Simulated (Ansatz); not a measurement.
Born–Oppenheimer molecular dynamics of F3H2NTi (7 atoms, charge 0, multiplicity 1). It starts from a relaxed structure.

Level of theory: RHF/def2-SVP (Ansatz 0.2.0).

```json
{
 "ensemble": "NVE (velocity Verlet)",
 "time step": "1 fs",
 "steps asked": "150",
 "starting velocities drawn for": "400 K",
 "seed": "201305"
}
```

First frame:

```xyz
7
Properties=species:S:1:pos:R:3
Ti 0.061 0.000 -0.026
F 0.029 0.000 1.715
N 1.781 0.000 -0.651
H 2.319 -0.829 -0.836
H 2.322 0.829 -0.829
F -0.705 1.453 -0.586
F -0.704 -1.453 -0.587
```

(1) How far do the bonds stretch over the last three quarters of this one trajectory? (Pairs bonded in most of those frames.)

## Answers

(1) 
```
  bond  mean (Å)  spread (Å)  shortest  longest
Ti1–F2     1.739       0.020      1.70     1.77
Ti1–N3     1.830       0.009      1.81     1.84
Ti1–F6     1.735       0.018      1.69     1.77
Ti1–F7     1.739       0.039      1.67     1.81
 N3–H4     1.009       0.019      0.97     1.04
 N3–H5     1.008       0.018      0.98     1.05
```

Pairs bonded in part of these frames only: Ti1–H5 8 %.

Mean temperature of the second half: 205 K. The conserved energy stayed within 0.68 meV per atom of its start (net change 0.33 meV per atom), so the integration is sound. Over the second half the temperature averaged 0.51 of the 400 K drawn at the start: a run that starts near a minimum puts about half its kinetic energy into the potential. A run of 0.15 ps of so small a system gives no equilibrium averages.

The run took 4.4 min on 1 thread of Intel(R) Xeon(R) 6975P-C (Granite Rapids), with other jobs on the host, peak memory 0.21 GiB.
